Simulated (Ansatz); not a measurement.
Reaction (ligand exchange at the Si–Cl bond): `Cl[Si]Br` + `[SiH3]N[SiH3]` → `[SiH3]N([SiH3])[Si]Br` + HCl

Calculated with Ansatz (gas phase, PBE0-D4/def2-TZVP geometries, no zero-point term in ΔE). CBS: MP2 limit from def2 TZ/QZ plus the TZ coupled-cluster correction, frozen cores. This one scheme is used for every species. DFT in def2-TZVPP. For Br outer-core shells are correlated without core-valence functions, which leaves a few kJ/mol of doubt a bond. Scalar relativity is left out up to krypton. One conformer a species, not always the lowest.

```json
{"level": "r2SCAN-D4", "ΔE (kJ/mol)": "17.4", "difference from CCSD(T)/CBS": "8.1"}
{"level": "ωB97X-V", "ΔE (kJ/mol)": "15.2", "difference from CCSD(T)/CBS": "5.9"}
{"level": "ωB97M-V", "ΔE (kJ/mol)": "15.2", "difference from CCSD(T)/CBS": "5.9"}
{"level": "B2PLYP", "ΔE (kJ/mol)": "21.7", "difference from CCSD(T)/CBS": "12.4"}
{"level": "PBE0", "ΔE (kJ/mol)": "24.8", "difference from CCSD(T)/CBS": "15.5"}
{"level": "r2SCAN0", "ΔE (kJ/mol)": "20.0", "difference from CCSD(T)/CBS": "10.7"}
{"level": "HF/def2-QZVPP", "ΔE (kJ/mol)": "33.6", "difference from CCSD(T)/CBS": "24.3"}
{"level": "CCSD/def2-QZVPP", "ΔE (kJ/mol)": "12.2", "difference from CCSD(T)/CBS": "2.9"}
{"level": "HF/CBS(def2)", "ΔE (kJ/mol)": "33.6", "difference from CCSD(T)/CBS": "24.3"}
{"level": "MP2/CBS(def2)", "ΔE (kJ/mol)": "7.7", "difference from CCSD(T)/CBS": "-1.6"}
{"level": "CCSD(T)/CBS", "ΔE (kJ/mol)": "9.3", "difference from CCSD(T)/CBS": "0"}
```

Largest T1 diagnostic among the species: 0.012.

From BLYP to BHLYP (50 % exact exchange), in def2-TZVPP and without D4, ΔE moves by −7.5 kJ/mol. Leaving LDA and LC-ωPBE aside and taking each functional with its dispersion term where it has one, the values, not all of them listed here, spread over 9.1 kJ/mol, from PBE-QIDH to B97M-V. LDA lies −16.9 kJ/mol from PBE without D4. The D4 term adds −17.3 kJ/mol with B3LYP and −9.5 kJ/mol with PBE0; it sums over pairs of atoms, weighted by their polarisabilities, and B3LYP, whose exchange is more repulsive, gets the larger term.

B3LYP here is the variant with VWN-RPA as its local correlation; programs differ in this.
